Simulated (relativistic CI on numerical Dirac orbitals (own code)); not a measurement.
A reference radial Dirac CI calculation of Sb2+ gave the lowest total energy -6471.77910 Ha in 11 SCF steps, from this input:

```
atom Sb  Z=51  charge=2  electrons=49
nucleus A=121  rms_radius_fm=4.6802
hamiltonian dirac-coulomb  breit=on  qed=on  c_scale=1
orbitals kli  potential=per-configuration
slater_scale 1
correlation none
mixing on
grid step=0.0125 r_max=67.1
scf mixing=0.4 start=green max_iterations=150 tolerance=2e-08 node_fill=0.05
configurations
  [Kr] 4d10 5s2 5p
end
```

One setting was then changed (and the iteration limit cut to 60), and the output read:

```
error: configuration [Kr] 4d10 5s2 5p has 49 electrons, the ion has 50
end: refused
```

(1) Which setting was changed?
A. start potential
B. charge
C. SCF mixing
D. speed of light

Results:

(1) B. The charge 1. This setting is bad on purpose; its numbers may not be properties of the ion.
